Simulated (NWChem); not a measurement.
System: SiNH4OF; SMILES N[SiH](O)F

Here is an NWChem input.

```
start job
memory heap 200 mb stack 900 mb global 1100 mb
geometry units angstroms noautosym nocenter noautoz
  Si     0.080129     0.027623    -0.370510
  N      0.530649    -1.469804     0.282315
  O      0.960391     1.187466     0.409277
  F     -1.480106     0.440543    -0.132076
  H      0.245690    -0.014879    -1.842052
  H      0.419782    -2.338460    -0.223817
  H      0.693107    -1.605526     1.272381
  H      0.534344     2.045170     0.495995
end
basis spherical
  * library def2-svp
end
dft
  xc pbe0
  iterations 150
end
cosmo
  do_cosmo_smd true
  solvent water
end
task dft energy
```

Geometry: optimised at PBE0/def2-SVP. Solvent: water.

Level: PBE0/def2-SVP with SMD (1 M gas to 1 M solution), gas-phase geometry. Reactions with the solvent are ignored.

Question: What results follow from this input? (PBE0/def2-SVP, SMD on the gas-phase geometry.) Quantities: solvation free energy (kcal/mol); cavity-dispersion-structure term (kcal/mol); dipole in solution (D).

Answer: The solvation free energy (kcal/mol) comes out as -6.0 and the cavity-dispersion-structure term (kcal/mol) is 3.4. The dipole in solution (D) comes out as 1.03.
